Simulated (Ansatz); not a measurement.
A set of 12 reactions (hydrolysis), with CCSD(T)/CBS values in kJ/mol:

| reaction | ΔE |
| --- | --- |
| `C[Se]C(O)O` + H₂O → `OC(O)O` + `C[SeH]` | -2.6 |
| `O[Si](O)(Cl)[SiH](Cl)Cl` + H₂O → `O[Si](O)(O)Cl` + `Cl[SiH2]Cl` | -121.5 |
| `C[SiH2][SiH](F)Cl` + H₂O → `C[SiH2]O` + `F[SiH2]Cl` | -93.0 |
| `NCB(N)O` + H₂O → `NCB(O)O` + NH₃ | -26.0 |
| `[OH][Mo]([F])(=[S])=[S]` + H₂O → `[OH][Mo]([OH])(=[S])=[S]` + H–F | 18.5 |
| `C[SiH](F)P` + H₂O → `C[SiH](O)P` + H–F | 43.7 |
| `CBBN` + H₂O → `CBBO` + NH₃ | 7.0 |
| `B/C=C(/N)F` + H₂O → `N/C(F)=C\O` + BH₃ | 149.4 |
| `[OH][In]([SH])[SH]` + H₂O → `[OH][In]([OH])[SH]` + H₂S | 65.3 |
| `CB[SiH2]SC` + H₂O → `CS[SiH2]BO` + CH₄ | -130.6 |
| `NCB(N)O` + H₂O → `NB(O)O` + CH₃NH₂ | -98.0 |
| `C=C[Si](N)(F)OC` + H₂O → `C=C[Si](N)(O)F` + CH₃OH | 4.4 |

Isolated molecules relaxed with PBE0-D4/def2-TZVP in Ansatz; ΔE leaves out vibrations. CCSD(T)/CBS adds triple-zeta CCSD(T) − MP2 to the extrapolated MP2 energy (def2 sets, frozen cores). This one scheme is used for every species. Double bonds are as drawn, so ΔE can hold a change between cis and trans. Functionals use def2-TZVPP. B3LYP here is the variant with VWN-RPA as its local correlation; programs differ in this. def2 core potentials past Kr. For In, Mo, Se outer-core shells are correlated without core-valence functions, which leaves a few kJ/mol of doubt a bond. Scalar relativity is left out up to krypton. One conformer a species, not always the lowest.

(1) Give the mean, mean absolute and largest difference (level minus CCSD(T)/CBS, kJ/mol) for: B3LYP-D4, ωB97M-V, PBE, r2SCAN, B3LYP, HF/def2-TZVPP, CCSD/def2-TZVPP, CCSD(T)/def2-TZVPP, HF/def2-QZVPP, MP2/def2-QZVPP, SCS-MP2/def2-QZVPP, HF/CBS(def2), MP2/CBS(def2), CCSD/CBS(def2). (An estimate is asked.)

The largest T1 diagnostic in the set is 0.025, for `[OH][Mo]([OH])(=[S])=[S]` (customary mark 0.02).

CCSD(T)/CBS is a level of theory with its own doubt, and the functionals carry their triple-zeta basis error, so these figures describe this set and don't rank the functionals.

## Answers

(1) The calculation gave: 
```json
{"level": "B3LYP-D4", "mean": "-1.0", "mean absolute": "3.4", "largest": "-8.1"}
{"level": "ωB97M-V", "mean": "-2.7", "mean absolute": "3.8", "largest": "-10.6"}
{"level": "PBE", "mean": "1.6", "mean absolute": "6.1", "largest": "16.6"}
{"level": "r2SCAN", "mean": "-1.8", "mean absolute": "5.3", "largest": "11.3"}
{"level": "B3LYP", "mean": "-5.3", "mean absolute": "7.6", "largest": "-15.5"}
{"level": "HF/def2-TZVPP", "mean": "-13.5", "mean absolute": "15.9", "largest": "-36.4"}
{"level": "CCSD/def2-TZVPP", "mean": "-4.7", "mean absolute": "4.8", "largest": "-11.4"}
{"level": "CCSD(T)/def2-TZVPP", "mean": "-3.4", "mean absolute": "3.4", "largest": "-6.8"}
{"level": "HF/def2-QZVPP", "mean": "-13.3", "mean absolute": "16.0", "largest": "-37.5"}
{"level": "MP2/def2-QZVPP", "mean": "0.1", "mean absolute": "3.6", "largest": "11.1"}
{"level": "SCS-MP2/def2-QZVPP", "mean": "-3.3", "mean absolute": "3.5", "largest": "-13.2"}
{"level": "HF/CBS(def2)", "mean": "-13.3", "mean absolute": "16.1", "largest": "-37.7"}
{"level": "MP2/CBS(def2)", "mean": "1.5", "mean absolute": "3.8", "largest": "12.9"}
{"level": "CCSD/CBS(def2)", "mean": "-1.4", "mean absolute": "2.0", "largest": "-5.1"}
```
